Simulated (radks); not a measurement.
The numbers below are computed, except where a source is named.
Q: The cadmium ion Cd6+ is in [Kr] 4d6. Level of theory: scalar-relativistic Kohn-Sham, PBEsol, spin-polarised, spherical densities, finite nucleus; Fermi nuclear charge, rms radius of each element as measured or else 0.836 A^(1/3) + 0.57 fm (a radial shooting solver on a logarithmic mesh with Libxc functionals). Open shells are filled with parallel spins first. One electron is removed from 4s, 3d, 4p, 4d in turn, with full relaxation. Which removal costs least, and what does each cost?

A: 4d 106.24 eV; 4p 166.86 eV; 4s 207.59 eV; 3d 514.41 eV. The 4d electron leaves first.
